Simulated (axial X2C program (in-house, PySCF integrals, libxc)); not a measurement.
## Spin–orbit effects down a group: molecules with Li (ions), CCSD

Calculated with an in-house all-electron X2C program for linear molecules (integrals from PySCF), spin-free (one-electron X2C) or two-component (2c: spin–orbit coupling with atomic mean-field Coulomb and Gaunt terms, which also bring small scalar terms), in Dyall basis sets with cores contracted in-house; open shells are unrestricted.

Basis sets: Li dyall-av3z, S dyall-av3z, Se dyall-acv3z, Te dyall-acv3z. Frozen shells (counts by l): LiS⁻ S 2s1p, Li 1s, 8 electrons correlated; LiSe⁻ Se 3s2p1d, Li 1s, 8 electrons correlated; LiTe⁻ Te 4s3p2d, Li 1s, 8 electrons correlated. Coupled cluster in natural virtuals with an MP2 remainder. Where the outer core of a metal is frozen, bonds come out longer and ionisation energies lower.

| molecule | spin-free state | Re (Å) | ωe (cm⁻¹) | De (eV) | 2c state | Re 2c (Å) | ωe 2c (cm⁻¹) | De 2c (eV) |
| --- | --- | --- | --- | --- | --- | --- | --- | --- |
| LiS⁻ | M_S = 0, Λ = 0 | 2.073 | 646.0 | 2.12 | Ω = 0 | 2.073 | 645.9 | 2.11 |
| LiSe⁻ | M_S = 0, Λ = 0 | 2.199 | 563.0 | 2.04 | Ω = 0 | 2.200 | 560.9 | 1.96 |
| LiTe⁻ | M_S = 0, Λ = 0 | 2.414 | 496.4 | 1.90 | Ω = 0 | 2.419 | 488.8 | 1.73 |

(1) Work out the shifts from the spin-free to the two-component result.

Fragments in 2c: S- + Li, Se- + Li, Te- + Li. Each entry is the lowest single determinant of a limited PBE0 search at one distance. De goes to single-determinant-based atoms at the same level (for ions the charge split of lowest energy) and is withheld (n/a) where an atom does not fit its ground term or J level. Main or longest-lived isotopes.

Results:

(1) 

| molecule | 2c state | ΔRe (Å) | Δωe (cm⁻¹) | ΔDe (eV) |
| --- | --- | --- | --- | --- |
| LiS⁻ | Ω = 0 | 0.000 | noise | -0.01 |
| LiSe⁻ | Ω = 0 | 0.001 | noise | -0.08 |
| LiTe⁻ | Ω = 0 | 0.005 | -7.6 | -0.17 |

Shifts of one unit in the last digit are rounding. Where the truncated virtual spaces of the two runs make Δωe unreliable it is marked noise.
